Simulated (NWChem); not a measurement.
System: C2H7ISi; SMILES C[SiH](C)I

Input file for NWChem:

```
start job
memory heap 200 mb stack 900 mb global 1100 mb
geometry units angstroms
  Si     0.278484    -1.328009    -0.860033
  C     -1.262730    -2.392848    -0.598112
  C      1.817086    -2.090813    -0.068152
  I     -0.131220     0.841846     0.282011
  H      0.485389    -0.977792    -2.262066
  H     -1.162375    -3.356664    -1.088916
  H     -1.442273    -2.575867     0.458453
  H     -2.146633    -1.906817    -1.001366
  H      2.676071    -1.433859    -0.171499
  H      1.667726    -2.270872     0.993606
  H      2.068747    -3.039791    -0.532920
end
basis spherical
  * library def2-svp
end
ecp
  I library def2-ecp
end
dft
  xc xpbe96 cpbe96
  disp vdw 4
  iterations 150
end
driver
  maxiter 120
end
task dft optimize
```

Excerpt of the output:

```
             Northwest Computational Chemistry Package (NWChem) 7.3.0
             --------------------------------------------------------

 CS  symmetry detected

                             Geometry "geometry" -> ""
                             -------------------------

 Output coordinates in angstroms (scale by  1.889725989 to convert to a.u.)

  No.       Tag          Charge          X              Y              Z
 ---- ---------------- ---------- -------------- -------------- --------------
    1 Si                  14.0000     0.44363290     1.34427163     0.00000000
    2 C                    6.0000    -0.33343874     2.05761281    -1.56982079
    3 C                    6.0000    -0.33343874     2.05761281     1.56982079
    4 I                   53.0000    -0.02156120    -1.09785593     0.00000000
    5 H                    1.0000     1.89992885     1.44605697     0.00000000
    6 H                    1.0000    -0.15312056     3.12599422    -1.64694333
    7 H                    1.0000    -1.40920604     1.90093321    -1.58520537
    8 H                    1.0000     0.07893606     1.58764785    -2.45819253
    9 H                    1.0000     0.07893606     1.58764785     2.45819253
   10 H                    1.0000    -1.40920604     1.90093321     1.58520537
   11 H                    1.0000    -0.15312056     3.12599422     1.64694333

 Effective nuclear repulsion energy (a.u.)     409.9946242479

      Symmetry information
      --------------------

 Group name             Cs
 Group number              2
 Group order               2
 No. of unique centers     7

                                Z-matrix (autoz)
                                --------

 Units are Angstrom for bonds and degrees for angles

      Type          Name      I     J     K     L     M      Value
      ----------- --------  ----- ----- ----- ----- ----- ----------
    1 Stretch                  1     2                       1.89130
    2 Stretch                  1     3                       1.89130
    3 Stretch                  1     4                       2.48604
    4 Stretch                  1     5                       1.45985
    5 Stretch                  2     6                       1.08623
    6 Stretch                  2     7                       1.08723
    7 Stretch                  2     8                       1.08634
    8 Stretch                  3     9                       1.08634
    9 Stretch                  3    10                       1.08723
   10 Stretch                  3    11                       1.08623
   11 Bend                     1     2     6               111.20444
   12 Bend                     1     2     7               111.34154
   13 Bend                     1     2     8               111.07753
   14 Bend                     1     3     9               111.07753
   15 Bend                     1     3    10               111.34154
   16 Bend                     1     3    11               111.20444
   17 Bend                     2     1     3               112.20160
   18 Bend                     2     1     4               107.07508
   19 Bend                     2     1     5               112.55487
   20 Bend                     3     1     4               107.07508
   21 Bend                     3     1     5               112.55487
   22 Bend                     4     1     5               104.78300
   23 Bend                     6     2     7               107.75757
   24 Bend                     6     2     8               107.72379
   25 Bend                     7     2     8               107.55886
   26 Bend                     9     3    10               107.55886
   27 Bend                     9     3    11               107.72379
   28 Bend                    10     3    11               107.75757
   29 Torsion                  2     1     3     9         176.19090
   30 Torsion                  2     1     3    10          56.34231
   31 Torsion                  2     1     3    11         -63.84363
   32 Torsion                  3     1     2     6          63.84363
   33 Torsion                  3     1     2     7         -56.34231
   34 Torsion                  3     1     2     8        -176.19090
   35 Torsion                  4     1     2     6        -178.95481
   36 Torsion                  4     1     2     7          60.85925
   37 Torsion                  4     1     2     8         -58.98934
   38 Torsion                  4     1     3     9          58.98934
   39 Torsion                  4     1     3    10         -60.85925
   40 Torsion                  4     1     3    11         178.95481
   41 Torsion                  5     1     2     6         -64.33417
   42 Torsion                  5     1     2     7         175.47989
   43 Torsion                  5     1     2     8          55.63130
   44 Torsion                  5     1     3     9         -55.63130
   45 Torsion                  5     1     3    10        -175.47989
   46 Torsion                  5     1     3    11          64.33417

                           NWChem Geometry Optimization
                           ----------------------------

 maximum gradient threshold         (gmax) =   0.000450
 rms gradient threshold             (grms) =   0.000300
 maximum cartesian step threshold   (xmax) =   0.001800
 rms cartesian step threshold       (xrms) =   0.001200
 fixed trust radius                (trust) =   0.300000
 source of zmatrix                         =   autoz

          -------------------
          Energy Minimization
          -------------------

 Using diagonal initial Hessian
 Scaling for Hessian diagonals: bonds = 1.00  angles = 0.25  torsions = 0.10

          --------
          Step   0

                                 NWChem DFT Module
                                 -----------------

 Summary of "ao basis" -> "ao basis" (spherical)
 ------------------------------------------------------------------------------
       Tag                 Description            Shells   Functions and Types
 ---------------- ------------------------------  ------  ---------------------
 Si                         def2-svp                 8       18   4s3p1d
 C                          def2-svp                 6       14   3s2p1d
 I                          def2-svp                10       26   4s4p2d
 H                          def2-svp                 3        5   2s1p

      Symmetry analysis of basis
      --------------------------

        a'         64
        a"         43

            General Information
            -------------------
          SCF calculation type: DFT
          Wavefunction type:  closed shell.
          No. of atoms     :    11
          No. of electrons :    58
           Alpha electrons :    29
            Beta electrons :    29
          Charge           :     0
          Spin multiplicity:     1
          Use of symmetry is: on ; symmetry adaption is: on
          Maximum number of iterations: 150
          AO basis - number of functions:   107
                     number of shells:    51
          Convergence on energy requested:  1.00D-06
          Convergence on density requested:  1.00D-05
          Convergence on gradient requested:  5.00D-04

              XC Information
              --------------
          PerdewBurkeErnzerhof Exchange Functional  1.000
            Perdew 1991 LDA Correlation Functional  1.000 local
           PerdewBurkeErnz. Correlation Functional  1.000 non-local

             Grid Information
             ----------------
          Grid used for XC integration:  medium
          Radial quadrature: Mura-Knowles
          Angular quadrature: Lebedev.
          Tag              B.-S. Rad. Rad. Pts. Rad. Cut. Ang. Pts.
          ---              ---------- --------- --------- ---------
          Si                  1.10       88           9.0       590
          C                   0.70       49          11.0       434
          I                   1.40      123          12.0       590
          H                   0.35       45          12.0       434
          Grid pruning is: on
          Number of quadrature shells:   440
          Spatial weights used:  Erf1

           DFT-D3BJ Model
          s6 scale factor  :        1.000000000000
          s8 scale factor  :        0.787500000000
          a1 parameter     :        0.428900000000
          a2 parameter     :        4.440700000000
              vdW contrib  :       -0.009834988715

      Superposition of Atomic Density Guess
      -------------------------------------

 Sum of atomic energies:        -714.61023832

      Non-variational initial energy
      ------------------------------

 Total energy =    -666.063078
 1-e energy   =   -1517.580053
 2-e energy   =     602.620355
 HOMO         =      -0.338672
 LUMO         =       0.046367

      Symmetry analysis of molecular orbitals - initial
      -------------------------------------------------

  Numbering of irreducible representations:

     1 a'          2 a"

  Orbital symmetries:

     1 a'          2 a'          3 a"          4 a'          5 a'
     6 a'          7 a"          8 a'          9 a'         10 a"
    11 a'         12 a'         13 a"         14 a'         15 a"
    16 a'         17 a'         18 a"         19 a'         20 a'
    21 a'         22 a'         23 a"         24 a"         25 a'
    26 a"         27 a'         28 a"         29 a'         30 a'
    31 a'         32 a"         33 a'         34 a'         35 a'
    36 a"         37 a'         38 a"         39 a"

[...]

      ----------------------
      Optimization converged
      ----------------------

  Step       Energy      Delta E   Gmax     Grms     Xrms     Xmax
  ---- ---------------- -------- -------- -------- -------- --------
@    7    -667.25295220  9.9D-08  0.00004  0.00001  0.00018  0.00062
                                     ok       ok       ok       ok

                                Z-matrix (autoz)
                                --------

 Units are Angstrom for bonds and degrees for angles

      Type          Name      I     J     K     L     M      Value     Gradient
      ----------- --------  ----- ----- ----- ----- ----- ---------- ----------
    1 Stretch                  1     2                       1.88235   -0.00000
    2 Stretch                  1     3                       1.88235   -0.00000
    3 Stretch                  1     4                       2.48955   -0.00002
    4 Stretch                  1     5                       1.50416   -0.00004
    5 Stretch                  2     6                       1.11051    0.00002
    6 Stretch                  2     7                       1.10834    0.00001
    7 Stretch                  2     8                       1.10765   -0.00000
    8 Stretch                  3     9                       1.10765   -0.00000
    9 Stretch                  3    10                       1.10834    0.00001
   10 Stretch                  3    11                       1.11051    0.00002
   11 Bend                     1     2     6               109.80682   -0.00000
   12 Bend                     1     2     7               110.66505   -0.00001
   13 Bend                     1     2     8               111.01852   -0.00000
   14 Bend                     1     3     9               111.01852   -0.00000
   15 Bend                     1     3    10               110.66505   -0.00001
   16 Bend                     1     3    11               109.80682   -0.00000
   17 Bend                     2     1     3               112.37285   -0.00000
   18 Bend                     2     1     4               108.44091    0.00000
   19 Bend                     2     1     5               110.70988   -0.00000
   20 Bend                     3     1     4               108.44091    0.00000
   21 Bend                     3     1     5               110.70988   -0.00000
   22 Bend                     4     1     5               105.90416    0.00000
   23 Bend                     6     2     7               108.49404    0.00000
   24 Bend                     6     2     8               108.42385    0.00000
   25 Bend                     7     2     8               108.35986    0.00000
   26 Bend                     9     3    10               108.35986    0.00000
   27 Bend                     9     3    11               108.42385    0.00000
   28 Bend                    10     3    11               108.49404    0.00000
   29 Torsion                  2     1     3     9         178.63828   -0.00000
   30 Torsion                  2     1     3    10          58.26961   -0.00000
   31 Torsion                  2     1     3    11         -61.47777   -0.00000
   32 Torsion                  3     1     2     6          61.47777    0.00000
   33 Torsion                  3     1     2     7         -58.26961    0.00000
   34 Torsion                  3     1     2     8        -178.63828    0.00000
   35 Torsion                  4     1     2     6        -178.66470    0.00000
   36 Torsion                  4     1     2     7          61.58791    0.00000
   37 Torsion                  4     1     2     8         -58.78075    0.00000
   38 Torsion                  4     1     3     9          58.78075   -0.00000
   39 Torsion                  4     1     3    10         -61.58791   -0.00000
   40 Torsion                  4     1     3    11         178.66470   -0.00000
   41 Torsion                  5     1     2     6         -62.88690    0.00000
   42 Torsion                  5     1     2     7         177.36571    0.00001
   43 Torsion                  5     1     2     8          56.99705    0.00000
   44 Torsion                  5     1     3     9         -56.99705   -0.00000
   45 Torsion                  5     1     3    10        -177.36571   -0.00001
   46 Torsion                  5     1     3    11          62.88690   -0.00000

                         Geometry "geometry" -> "geometry"
                         ---------------------------------

 Output coordinates in angstroms (scale by  1.889725989 to convert to a.u.)

  No.       Tag          Charge          X              Y              Z
 ---- ---------------- ---------- -------------- -------------- --------------
    1 Si                  14.0000     0.40974965     1.31886978     0.00000000
    2 C                    6.0000    -0.33578136     2.05471269    -1.56395294
    3 C                    6.0000    -0.33578136     2.05471269     1.56395294
    4 I                   53.0000    -0.02189534    -1.13297809     0.00000000
    5 H                    1.0000     1.90589036     1.47399850     0.00000000
    6 H                    1.0000    -0.13496440     3.14634873    -1.59896666
    7 H                    1.0000    -1.43280148     1.89818246    -1.58542147
    8 H                    1.0000     0.10084590     1.58923545    -2.46926094
    9 H                    1.0000     0.10084590     1.58923545     2.46926094
   10 H                    1.0000    -1.43280148     1.89818246     1.58542147
   11 H                    1.0000    -0.13496440     3.14634873     1.59896666

 Effective nuclear repulsion energy (a.u.)     408.2806277665

      Symmetry information
      --------------------

 Group name             Cs
 Group number              2
 Group order               2
 No. of unique centers     7

                Final and change from initial internal coordinates
                --------------------------------------------------

                                Z-matrix (autoz)
                                --------

 Units are Angstrom for bonds and degrees for angles

[...]
```

Level: PBE-D3(BJ)/def2-SVP with def2 effective core potentials on I. No frequency run checked for a minimum. def2 effective core potentials on I; no spin-orbit coupling.
